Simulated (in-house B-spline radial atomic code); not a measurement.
Computed with a B-spline radial atomic code. Model: two electrons, singlet ground state, non-relativistic, full CI in B-splines with partial waves to l = 8 (at full coupling up to 3e-4 hartree above the limit, correlation up to 0.6 % small), density held at that of full coupling by Lieb maximisation.

Along the adiabatic connection the electron repulsion is scaled by a coupling λ while a local potential keeps the density fixed. At λ = 0 the system is the Kohn-Sham one and W equals the exchange energy; the exchange-correlation energy is the area under W between 0 and 1. The kinetic energy rises with λ as the electrons avoid each other, with dT/dλ = −λ dW/dλ.

Command:
```bash
python run_ac.py task.json out
```
Settings (lengths in bohr, energies in hartree):
```
potential              gauss
strength               10.9
lmax                   8
second                 0.865
```

Cost of the run: 22 s on 1 thread of Intel(R) Xeon(R) Processor @ 2.30GHz, with other jobs on the host.

**W = mean repulsion less Hartree energy, and W of three functionals.**

Given: confinement Gaussian well; well depth 10.9 hartree; well width 0.865 bohr; external potential -V exp(-r^2/w^2).

Computed: LDA exchange minus exact 211.81 millihartree; SCAN exchange minus exact 8.2716 millihartree.

| coupling | W xc (hartree) | W xc minus exchange (millihartree) | kinetic minus Kohn-Sham (millihartree) | LDA (PW92) W minus its exchange (millihartree) | PBE W minus its exchange (millihartree) | SCAN W minus its exchange (millihartree) |
| --- | --- | --- | --- | --- | --- | --- |
| 0 | -1.4396 | 0 | 0 | 0 | 0 | 0 |
| 0.02 | -1.4415 | -1.886 | 0.02 | -12.8 | -2.9 | -1.88 |
| 0.05 | -1.4443 | -4.693 | 0.12 | -26.51 | -7.16 | -4.65 |
| 0.12 | -1.4507 | -11.138 | 0.66 | -51.45 | -16.7 | -10.93 |
| 0.25 | ? | ? | ? | ? | ? | ? |
| 0.4 | -1.4751 | -35.551 | 6.96 | -119.68 | -50.77 | -34.32 |
| 0.6 | -1.4913 | -51.74 | 15.04 | -155.59 | -72.13 | -49.66 |
| 0.8 | ? | ? | ? | ? | ? | ? |
| 1 | -1.5209 | -81.342 | 38.61 | -212.5 | -109.61 | -77.64 |
| 1.4 | -1.5473 | -107.7 | 70.13 | -257.54 | -141.86 | -102.62 |
| 2 | -1.5817 | -142.14 | 128.41 | -311.75 | -183.11 | -135.61 |
| 3 | -1.6285 | -188.93 | 244.41 | -380.51 | -238.53 | -181.39 |
| 4.5 | -1.6812 | -241.62 | 439.86 | -454.82 | -301.49 | -234.73 |
| 7 | -1.7409 | -301.34 | 777.76 | -538.62 | -375.32 | -297.79 |
| 10 | -1.7875 | -347.87 | 1168.4 | -605.66 | -436 | -348.53 |

Question: What belongs in the row 0.25?

Answer: W xc (hartree): -1.4623; W xc minus exchange (millihartree): -22.738; kinetic minus Kohn-Sham (millihartree): 2.81; LDA (PW92) W minus its exchange (millihartree): -87.01; PBE W minus its exchange (millihartree): -33.23; SCAN W minus its exchange (millihartree): -22.1.

Question: What belongs in the row 0.8?

Answer: W xc (hartree): -1.5066; W xc minus exchange (millihartree): -66.98; kinetic minus Kohn-Sham (millihartree): 25.69; LDA (PW92) W minus its exchange (millihartree): -185.96; PBE W minus its exchange (millihartree): -91.64; SCAN W minus its exchange (millihartree): -64.06.

Question: What is the PBE exchange minus exact?

Answer: 57.137 millihartree.

**Energy parts, natural occupations and partial-wave weights.**

Computed: total energy -6.8294 hartree; exchange energy -1.4396 hartree; correlation energy -0.042737 hartree; kinetic part of the DFT correlation energy 0.038605 hartree; initial slope twice GL2 -0.094597 hartree; kinetic part over minus potential part 0.4746; Kohn-Sham kinetic 4.778 hartree.

| natural | occupation of the shell (electrons) |
| --- | --- |
| s | 1.992 |
| p | 0.0068233 |
| s | 0.0007296 |
| d | 0.00028567 |
| p | ? |
| f | 3.6861e-05 |

Question: What belongs in the row p?

Answer: occupation of the shell (electrons): 8.8405e-05.

```
wave      weight
   s     0.99636
   p   0.0034592
   d  0.00015191
   f           ?
   g  4.7665e-06
```

Question: What belongs in the row f?

Answer: weight: 2.0892e-05.

Question: What is the Lieb Oxford ratio E_xc over LDA exchange?

Answer: 1.2073.

Question: What is the Hartree energy?

Answer: 2.8792 hartree.

Half-way to full coupling W has made 54 % of its drop, against 50 % for a straight line, and second-order (GL2) theory, half the initial slope, overshoots the correlation energy by about 11 %: a moderate bend, as in light atoms. Over couplings 0 to 1 the errors in E_xc come to about +125 millihartree for LDA, +40 millihartree for PBE, +10 millihartree for SCAN, so SCAN is nearest. In LDA and PBE the errors of exchange and correlation have opposite signs, so the sum is smaller than the larger of the two.
